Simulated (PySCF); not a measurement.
¹⁷O chemical shifts

PySCF 2.14.0 with density-fitted response routines calculation with shieldings: GIAO PBE0/pcSseg-1 and coordinates at the GFN2-xTB level; non-relativistic, gas phase, one conformer, one averaged value for each set of equivalent atoms.

Shieldings were converted by a linear fit to measured shifts: ¹⁷O: δ = 266.70 − 0.911σ (rms 10.7 ppm, 155 shifts, 12.2 ppm with the 3 outliers that the fit left out vs liquid water, solution or neat liquid). A few per cent of atoms miss by over 2 rms, more outside the fitted compound classes.

Q: Give the ¹⁷O shifts of `CO[C@@H]1CCC[P@H]1=O`, `C=C[C@@](C)(CCC)C(=O)Cl`, `COC[P@@H](=O)C1CC1`, `CC[C@@H](F)S(=O)(=O)Cl`.

A: 
```tsv
compound	environment	δ (ppm)
[CH3:1][O:2][C@@H:3]1[CH2:4][CH2:5][CH2:6][P@H:7]1=[O:8]	O8: P=O oxygen	58.5
[CH3:1][O:2][C@@H:3]1[CH2:4][CH2:5][CH2:6][P@H:7]1=[O:8]	O2: ether oxygen	-11.7
C=C[C@@](C)(CCC)C(=O)Cl	carbonyl oxygen	505.9
[CH3:1][O:2][CH2:3][P@@H:4](=[O:5])[CH:6]1[CH2:7][CH2:8]1	O5: P=O oxygen	42.6
[CH3:1][O:2][CH2:3][P@@H:4](=[O:5])[CH:6]1[CH2:7][CH2:8]1	O2: ether oxygen	-33.4
[CH3:1][CH2:2][C@@H:3]([F:4])[S:5](=[O:6])(=[O:7])[Cl:8]	O7: S=O oxygen	247.5
[CH3:1][CH2:2][C@@H:3]([F:4])[S:5](=[O:6])(=[O:7])[Cl:8]	O6: S=O oxygen	218.2
```

Q: Order these by ¹⁷O shift, lowest first.
A. C=CN1[SiH2]CCC1=O
B. C/C=C(\C(=O)Cl)C(C)(C)C
C. O[SiH2]C(F)(F)C(F)(F)F
D. C=C([SiH3])/C=N\C(C)=O
E. CC(=O)[C@H]1CC[C@@H](Cl)CC1

A: C (-27.6 ppm, oxygen bonded to Si, H), A (366.1 ppm, amide-type carbonyl oxygen), D (434.5 ppm, amide-type carbonyl oxygen), B (514.5 ppm, carbonyl oxygen), E (569.7 ppm, ketone oxygen).
